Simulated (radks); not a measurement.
Results of a calculation; reference values are marked as such.
Spherical jellium clusters: N electrons in a uniform positive sphere of charge N and radius rs N^(1/3), rs = 3.1 bohr. Level of theory: non-relativistic Kohn-Sham, LDA (Slater exchange, Perdew-Wang correlation), spin-polarised, spherical densities (a radial shooting solver with Libxc functionals). Levels are named by radial order and angular momentum (1s, 1p, 1d, 2s, ...), and open shells are averaged over m.

N = 7, configuration 1s2 1p(up 3, down 2). This is the lowest configuration that the search found. Occupied and some empty levels:

level    occupation  eigenvalue (eV)  <r> (bohr)
1s up             1          -5.9870       4.040
1s down           1          -5.7361       4.049
1p up             3          -3.8370       5.123
1p down           2          -3.5991       5.179
1d up             0          -1.5071       6.404
1d down           0          -1.3266       6.548
2s up             0          -1.2877       7.112
2s down           0          -1.1823       7.296

Energy (eV): total -10.7239, kinetic 17.921, external -258.02, Hartree 124.10, exchange-correlation -29.633, background 134.91.
